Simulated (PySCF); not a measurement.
**Ionising GeH**

UHF-CCSD(T); Ge pcseg-1, H pcseg-1; no relativity (PySCF 2.14). Neutral (UHF): doublet (π ↑), Re = 1.596 Å, ωe = 1886 cm⁻¹, De = 2.66 eV.

GeH⁺ (RHF): singlet (closed shell), Re = 1.580 Å, ωe = 1998 cm⁻¹, De = 2.88 eV to Ge⁺ + H. The energies at the minima are -2075.71112 hartree for GeH and -2075.43286 for GeH⁺.

Question: Work out the adiabatic ionisation energy, without and with harmonic zero-point energies (1 hartree = 27.2114 eV, 1 eV = 8065.5 cm⁻¹), and the change of the bond length.

Answer: At CCSD(T): 0.27826 hartree = 7.572 eV between the minima; the zero-point term (1998.0 − 1886.0)/2 cm⁻¹ = +0.007 eV makes it 7.579 eV. Re changes by -1.6 pm against the neutral. The electron leaves a π orbital, which is non-bonding in a hydride.

Correlated steps freeze 9 core orbitals. Correlated levels converge slowly with the basis: in double zeta they bind strong bonds too weakly, by up to about 1 eV, and carry superposition errors of some tenths. For an ion De counts to the pair picked by the measured ionisation energies or electron affinities, which need not be the lowest pair at this level. Where the molecule has an RHF reference, its open-shell atoms are computed with UHF. States were picked by a PBE0 search and need not be the measured ground states.

Neutral and ion stand on different kinds of reference determinant, which adds to the error of the difference.
